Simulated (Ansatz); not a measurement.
The cluster Hf2S3, 5 atoms. Hardware: 4 threads of Intel Xeon Platinum 8259CL on a shared host.

In the def2 sets Hf takes a core potential; there is no spin–orbit coupling. Correlated methods freeze 15 core orbitals; core or outer-core shells of Hf are correlated, in sets that lack core-valence functions.

Question: How many basis functions does each of these Ansatz runs have, and roughly what does it cost? BHLYP-D4/def2-TZVP, charge 0 singlet, energy, from earlier orbitals; PBE-D4/def2-TZVP, charge 0 singlet, energy and forces, from earlier orbitals; PBE-D4/def2-SVP, charge 0 singlet, energy, from earlier orbitals; RPA@PBE/def2-TZVP, charge 0 singlet, energy, from earlier orbitals; PBE0-D4/def2-TZVP, charge 0 singlet, energy, from earlier orbitals; r2SCAN-D4/def2-TZVP, charge 0 singlet, energy, from earlier orbitals; PBE0-D4/def2-SVP, charge 0 singlet, energy, from earlier orbitals; B97M-V/def2-TZVP, charge 0 singlet, energy, from earlier orbitals; ωB97X-V/def2-TZVP, charge 0 singlet, energy, from earlier orbitals; CCSD(T)/def2-TZVP, charge 0 singlet, energy, from earlier orbitals; r2SCAN-D4/def2-SVP, charge 0 singlet, relaxation, 19 steps.

Answer: Other jobs shared the machine, so times can vary by a factor of up to 3. A dash marks memory too small to be measured apart from the calling script's.

| run | functions | fitting or Cholesky vectors | wall time | peak host memory (GiB) |
| --- | --- | --- | --- | --- |
| PBE-D4/def2-SVP, charge 0 singlet, energy, from earlier orbitals | 118 | 1243 | 1.8 s | – |
| PBE0-D4/def2-SVP, charge 0 singlet, energy, from earlier orbitals | 118 | 1122 | 2.3 s | – |
| PBE-D4/def2-TZVP, charge 0 singlet, energy and forces, from earlier orbitals | 191 | 1473 | 3.6 s | – |
| BHLYP-D4/def2-TZVP, charge 0 singlet, energy, from earlier orbitals | 191 | 1788 | 4.1 s | 0.69 |
| RPA@PBE/def2-TZVP, charge 0 singlet, energy, from earlier orbitals | 191 | 1375 | 5.5 s | – |
| PBE0-D4/def2-TZVP, charge 0 singlet, energy, from earlier orbitals | 191 | 1599 | 6 s | 0.65 |
| r2SCAN-D4/def2-TZVP, charge 0 singlet, energy, from earlier orbitals | 191 | 1473 | 6.5 s | – |
| B97M-V/def2-TZVP, charge 0 singlet, energy, from earlier orbitals | 191 | 1473 | 9.5 s | – |
| ωB97X-V/def2-TZVP, charge 0 singlet, energy, from earlier orbitals | 191 | 1529 | 10 s | 0.81 |
| r2SCAN-D4/def2-SVP, charge 0 singlet, relaxation, 19 steps | 118 | 1243 | 61 s | – |
| CCSD(T)/def2-TZVP, charge 0 singlet, energy, from earlier orbitals | 191 | 1375 | 72 s | 2.5 |
